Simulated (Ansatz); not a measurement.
`C[N]=[Mo](=[O])([OH])[N](C)C`, relaxed with RKS PBE0-D4/def2-TZVP in the Gaussian-basis code of Ansatz from a PBE-D4/def2-SVP geometry. The force threshold is 0.005 eV/Å; the program also tests the step.

Charge 0, multiplicity 1. Mo: def2 effective core potential.

Start:

```xyz
18

C     0.679    3.011    0.536
N     0.130    1.826   -0.032
Mo   -1.007    0.489   -0.020
O    -1.977    0.452    1.394
O    -2.080    0.666   -1.607
N     0.087   -1.121   -0.087
C    -0.505   -2.393    0.301
C     1.485   -1.217   -0.465
H     1.787    2.927    0.613
H     0.467    3.890   -0.114
H     0.280    3.229    1.555
H    -2.947    0.217   -1.597
H    -1.553   -2.259    0.636
H     0.060   -2.858    1.143
H    -0.505   -3.117   -0.547
H     1.886   -0.216   -0.711
H     2.095   -1.654    0.360
H     1.617   -1.873   -1.358
```

```tsv
step	energy (eV)	largest force (eV/Å)	largest move (Å)
1	-12199.7515	0.852	0.000
2	-12199.8422	0.241	0.039
3	-12199.8477	0.037	0.012
4	-12199.8480	0.026	0.009
5	-12199.8483	0.016	0.021
6	-12199.8483	0.013	0.009
7	-12199.8484	0.009	0.011
8	-12199.8484	0.011	0.009
9	-12199.8484	0.005	0.005
10	-12199.8484	0.002	0.002
```

End:

```xyz
18

C     0.670    2.986    0.527
N     0.121    1.809   -0.048
Mo   -0.995    0.484   -0.020
O    -1.920    0.459    1.396
O    -2.095    0.642   -1.572
N     0.093   -1.103   -0.101
C    -0.497   -2.367    0.281
C     1.487   -1.211   -0.452
H     1.755    2.874    0.636
H     0.492    3.844   -0.129
H     0.244    3.202    1.513
H    -2.971    0.248   -1.551
H    -1.537   -2.240    0.592
H     0.048   -2.814    1.123
H    -0.477   -3.079   -0.554
H     1.892   -0.231   -0.699
H     2.067   -1.635    0.379
H     1.621   -1.869   -1.321
```

Run time 17 s (4 threads of an AMD EPYC 7R13 on a shared host and a share of an NVIDIA H100 80 GB); peak host memory 0.95 GiB.
